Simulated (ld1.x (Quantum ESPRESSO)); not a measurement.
**An all-electron radial function and its pseudo partner (N (Z = 7))**

Columns: radius, all-electron u(r) and pseudo u(r) of the 2p shell (level -13.45 eV) of nitrogen in the configuration [He] 2s2 2p2.5; PBE, non-relativistic, PAW scheme, ld1.x (Quantum ESPRESSO) 7.5.

```tsv
r (bohr)	all-electron	pseudo
0.080	0.0527	0.0115
0.160	0.1635	0.0454
0.240	0.2900	0.0992
0.320	0.4114	0.1695
0.400	0.5184	0.2518
0.480	0.6076	0.3407
0.560	0.6792	0.4310
0.640	0.7342	0.5176
0.720	0.7736	0.5957
0.800	0.7990	0.6620
0.880	0.8122	0.7138
0.960	0.8153	0.7502
1.040	0.8101	0.7711
1.120	0.7981	0.7778
1.200	0.7809	0.7723
1.280	0.7596	0.7572
1.360	0.7353	0.7353
1.440	0.7089	0.7092
1.520	0.6809	0.6810
1.600	0.6521	0.6521
1.680	0.6228	0.6228
1.760	0.5934	0.5934
1.840	0.5643	0.5643
1.920	0.5356	0.5356
2.000	0.5076	0.5076
2.080	0.4805	0.4805
```

Problem. How many radial nodes do the two functions have?

Solution. The all-electron 2p function has n − l − 1 = 0; the pseudo-wave has 0.

Problem. At about which radius was the pseudo-wave matched?

Solution. 1.60 bohr. The columns agree to 0.0005 from 1.36 bohr on; several derivatives are matched, so the curves merge somewhat inside the radius.

Problem. Is the pseudo-wave norm-conserving?

Solution. No, it belongs to a PAW set: the norm inside the radius is not constrained, and the difference is carried by the augmentation charge.
